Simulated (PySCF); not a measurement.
**Dipole moment and polarisability of cyclo-(Cl2GeSe)2**

Species: cyclo-(Cl2GeSe)2.
Cartesian coordinates in Å at the PBE0-D3(BJ)/def2-SVP level; atoms count from 1:
```
atom  x, y, z in Å
Ge1   -1.0658   -0.3466    0.9736
Cl2   -1.1274   -2.0120    2.3207
Cl3   -2.8584    0.7671    1.3299
Se4    0.8772    0.9455    1.2623
Ge5    1.0996    0.3262   -0.9951
Cl6    1.1615    1.9911   -2.3425
Cl7    2.8922   -0.7873   -1.3500
Se8   -0.8406   -0.9696   -1.2826
```

Level: CAM-B3LYP/def2-SVPD (PySCF), static field, nuclei fixed, core orbitals frozen in the response. The polarisability tensor in these axes (au):

```
x   174.66   6.69 -22.49
y     6.69 152.29  -8.00
z   -22.49  -8.00 170.62
```

Task: Diagonalise the tensor; give its mean and Δα, where Δα² is half the sum of the squared differences of the eigenvalues.

Result: Principal values 148.64, 151.36 and 197.58 au; mean 165.86 au = 24.58 Å³ = 27.35 × 10⁻⁴⁰ C²·m²/J; Δα = 47.64 au (29 % of the mean).

Task: What is the dipole moment?

Result: 0.00 D; point group D2h allows none.

Task: In TDDFT the mean static polarisability is Σ f/ω² over all singlet excitations (ω in hartree). How much of it do the 15 lowest give? Their energies (eV) and oscillator strengths: 3.63, 0.0000; 4.18, 0.0000; 4.54, 0.0000; 4.73, 0.0000; 5.01, 0.0255; 5.60, 0.0079; 5.71, 0.0704; 5.81, 0.0000; 5.93, 0.0324; 5.94, 0.0012; 6.12, 0.0000; 6.14, 0.0002; 6.20, 0.0000; 6.20, 0.0000; 6.36, 0.1887.

Result: They add up to 6.70 au, 4.0 % of the 165.86 au; the largest single term is 3.45 au, from the state at 6.36 eV. Terms in order: 0.00, 0.00, 0.00, 0.00, 0.75, 0.19, 1.60, 0.00, 0.68, 0.02, 0.00, 0.00, 0.00, 0.00, 3.45 au. Higher excitations give the rest. The strengths listed sum to 0.326.

Task: Find the Langevin capture rate constant for NH4+ (18.034 u) meeting this molecule (447.551 u), k = 2.342 × 10⁻⁹ cm³/s × √(α in Å³ / reduced mass in u).

Result: The reduced mass is 17.34 u, so k = 2.79 × 10⁻⁹ cm³/s.

Task: What would n − 1 = 2πNα be for an ideal gas of these molecules at 273.15 K and 1 atm, electronic part alone?

Result: N = p/kT = 2.6868 × 10¹⁹ cm⁻³, so n − 1 = 2π × N × 24.58 × 10⁻²⁴ cm³ = 4149 × 10⁻⁶ at long wavelengths.

Task: Estimate the molar refractivity from the static electronic polarisability.

Result: Lorentz–Lorenz: R = (4π/3)N_A α = 2.5225 cm³/(mol·Å³) × 24.58 Å³ = 62.0 cm³/mol, in the limit of long wavelengths.

One conformer (not necessarily the lowest) at the PBE0-D3(BJ)/def2-SVP geometry, without solvent, vibrations or thermal averaging. The calculation is non-relativistic, for germanium and selenium too.

These values come from a run that also computed excited states. Time: 2.4 min (with the writing of density and orbital grids); peak memory 1.6 GiB. Hardware: one thread, Intel Xeon Platinum 8488C (x86_64) (shared host).
